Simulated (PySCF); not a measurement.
SiCl2HI, SMILES Cl[SiH](Cl)I. Geometry: B3LYP-D3(BJ)/def2-SVP. The def2 effective core potentials stand for the cores of I; spin–orbit coupling is left out.

**Question.** Give the equilibrium geometry at B3LYP-D3(BJ)/def2-SVP (PySCF confirms it by a frequency run) as Cartesian coordinates in Å, and its point group. (The exact figures need the calculation; the answer reports its results.)

**Answer.** point group Cs.
```xyz
5

Si    -0.9257    -0.5513     0.0000
Cl    -1.8444     0.2088    -1.6794
Cl    -1.8444     0.2088     1.6794
I      1.4476     0.0498     0.0000
H     -1.0527    -2.0220     0.0000
```
